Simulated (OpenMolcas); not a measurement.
Ho³⁺: effect of the basis set

```json
{
  "Program": "OpenMolcas",
  "Method": "MS-CASPT2, IPEA 0.25 Eh, imaginary shift 0.1 Eh (closed shells correlated: 5s 5p)",
  "Active space": "10 electrons in 7 orbitals (4f)",
  "State averaging": "2S+1 = 5 even, 35 roots; 2S+1 = 3 even, 210 roots (159 in the spin-orbit step); 2S+1 = 1 even, 196 roots (105 in the spin-orbit step)",
  "Spin-orbit coupling": "state interaction with AMFI integrals over the reference wave functions, term energies averaged over their components"
}
```

A. ANO-R1 [7s5p3d2f], X2C, finite nucleus; CASPT2 step of the order of 60 core-seconds
B. ANO-RCC-VDZP [7s6p4d2f1g], DKH2, point nucleus; CASPT2 step of the order of 90 core-seconds
C. ANO-R2 [8s6p4d3f1g], X2C, finite nucleus; CASPT2 step roughly 2.9 core-minutes
D. ANO-RCC-VTZP [8s7p5d3f2g1h], DKH2, point nucleus; CASPT2 step of the order of 2.5 core-minutes
E. ANO-R3 [9s8p5d5f3g2h], X2C, finite nucleus; CASPT2 step about 11 core-minutes

Energies in cm⁻¹ above 4f¹⁰ ⁵I₈.

```tsv
Level	A	B	C	D	E
4f¹⁰ ⁵I₈	0.0	0.0	0.0	0.0	0.0
4f¹⁰ ⁵I₇	5250	5220	5170	5170	5200
4f¹⁰ ⁵I₆	8970	8900	8810	8800	8820
4f¹⁰ ⁵I₅	11700	11590	11470	11440	11440
4f¹⁰ ⁵I₄	13860	13730	13590	13550	13550
4f¹⁰ ⁵F₅	18230	17670	17490	16920	16440
4f¹⁰ ⁵S₂ [67 %]	21300	20700	20440	19680	19110
4f¹⁰ ⁵F₄	21570	20990	20790	20190	19700
4f¹⁰ ³K₈(1)	22870	22680	22520	22300	22050
4f¹⁰ ⁵F₃	23630	23030	22810	22210	21730
4f¹⁰ ⁵F₁	25330	24690	24440	23860	23380
4f¹⁰ ⁵G₆ [62 %]	26480	25830	25580	24750	24120
4f¹⁰ ³K₇(1)	27900	27650	27450	27210	26960
4f¹⁰ ³H₆(1) [59 %]	30820	30150	29820	29220	28700
4f¹⁰ ⁵G₅ [61 %]	31850	31170	30870	30060	29470
4f¹⁰ ³L₉	31910	31910	31760	31390	31010
4f¹⁰ ³K₆(1)	31940	31620	31380	31120	30870
4f¹⁰ ⁵G₃ [67 %]	33940	33170	32860	31940	31270
4f¹⁰ ⁵G₂ [60 %]	35770	35000	34660	33750	33070
4f¹⁰ ³P₁ [60 %]	36930	36000	35590	34970	34330
4f¹⁰ ³D₃ [73 %]	37030	36120	35710	35150	34560
4f¹⁰ ³L₈ [69 %]	37370	37300	37090	36740	36390
4f¹⁰ ³M₁₀	38380	38520	38350	37920	37430
4f¹⁰ ¹L₈ [62 %]	39850	39700	39420	39090	38730
```

Among A to E the level of the table that moves most is 4f¹⁰ ⁵G₂ [60 %], by 2700 cm-1 (lowest in E, highest in A). Moves below CASPT2's spread within the term are not significant.

CASPT2 breaks the degeneracy within a term, and the mean is taken; among the terms shown or strongly mixed into the levels shown the widest spread is 830 cm-1 (4f¹⁰ ⁵I, E). Blocks of more than 70 roots (2S+1 = 3 even, 1 even) ran without multistate coupling. High states are left out of the spin-orbit mixing, which shifts the levels that they would mix with. The CASPT2 spread within a term exceeds the gap to the next term for 4f¹⁰ ⁵G and 4f¹⁰ ³H(1), 4f¹⁰ ³F(1) and 4f¹⁰ ³M, so the order of their levels is uncertain, and so are names and mixing where such terms share a J (figures for B; the like holds for C, D, E). The basis is small and was not contracted for so high a charge (holds for A; B). Levels of configurations outside the active space are missing. Levels that lie high or do not pair safely by name in every column are left out.

A share in square brackets marks a mixed level and gives the weight of the term that names it, the lowest over the columns. A number in round brackets counts repeated terms of one configuration in the order of the reference energies.
